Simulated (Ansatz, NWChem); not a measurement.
# NWChem → Ansatz

NWChem 7.3.0 runs this on AlI (iodoaluminum):

ali.nw:
```
start ali
title "iodoaluminum"
memory 2200 mb

geometry units angstroms noautosym nocenter noautoz
   Al       0.000000       0.000000       0.000000
   I        0.000000       0.000000       2.537102
end

basis spherical bse
   Al library STO-3G
   I library STO-3G
end

scf
   thresh 1e-08
   maxiter 80
   print low
end

mp2
   freeze core 23
   tight
end

task mp2 gradient
```

```bash
$ nwchem ali.nw > ali.out
```

Geometry: the measured bond length.

The run is non-relativistic.

It gives a total energy of -7089.770970 Eh.

Q: How is this level of theory, on these atoms, set up in Ansatz 0.2.0 as an input file of the program's own, asking for the energy?

A: One way, which was run:

input.yaml:
```yaml
crystal:
  periodic: [false, false, false]
  atoms:
    - {symbol: Al, position_ang: [0.000000, 0.000000, 0.000000]}
    - {symbol: I, position_ang: [0.000000, 0.000000, 2.537102]}
basis:
  gaussian:
    orbitals: STO-3G
correlation:
  method: mp2
  frozen_orbitals: {Al: 5, I: 18}
accuracy: high
```

```bash
$ ansatz run input.yaml --threads 1 --pin off --max-ram 2610MiB --events-out events.jsonl --progress --plain --runs-dir runs
```

Its energy is -7089.770970 Eh, the same as the first but for the last digit, at most.
